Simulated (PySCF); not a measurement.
An unknown shows these calculated signals:

1H NMR (300 MHz, computed): δ 10.27 (s, 1H), 9.27 (m, 1H), 8.80 (m, 1H), 8.18 (m, 1H), 8.06 (m, 1H).

13C{1H} NMR (computed): δ 194.5 (CH), 165.6 (C), 145.6 (CH), 145.3 (CH), 141.5 (C), 138.6 (CH), 134.9 (CH), 131.1 (C).

One computed conformer, isolated molecule, relativity neglected. Shielding tensors at PBE0/pcSseg-1 (GIAO); geometry from GFN2-xTB; PySCF 2.14.

Shifts are taken against calculated references (same method and geometry level): 1H (31.72 ppm), 13C (186.93 ppm) against TMS.

Q: Which of these does the molecule contain: an aldehyde, an OH group, a benzene ring, a ketone, a non-aromatic C=C double bond?

A: 
- An aldehyde: yes (δC 194.5; δH 10.27 (s)).
- An OH group: no.
- A benzene ring: yes.
- A ketone: no.
- A non-aromatic C=C double bond: no.

The data belong to `O=Cc1cccc(C(=O)F)c1`, C₈H₅FO₂; they needn't prove each group on their own.

Carbon signals by region: 2 in the far downfield region (above 160 ppm), 6 in the sp2 and nitrile region (100–160 ppm). Above 160 ppm: 194.5, aldehyde carbonyl carbon, 165.6, carbonyl carbon.

Splittings by 19F in the carbon and heteronuclear signals aren't shown, as no couplings were computed. Shifts are as computed. Against solution values, carbons near 30 ppm lie about +3 ppm off and those near 130 ppm about +5 ppm. Of 1211 compounds with measured shifts, 218 miss one by over three times the rms of a fit or turn the order of signals round; such compounds aren't used in these exercises. No couplings were computed; multiplicities are counted from neighbouring protons, with m where these are inequivalent, close in shift, in a saturated or five-membered ring or joined by F or P, and br s for small geminal =CH2 splittings.
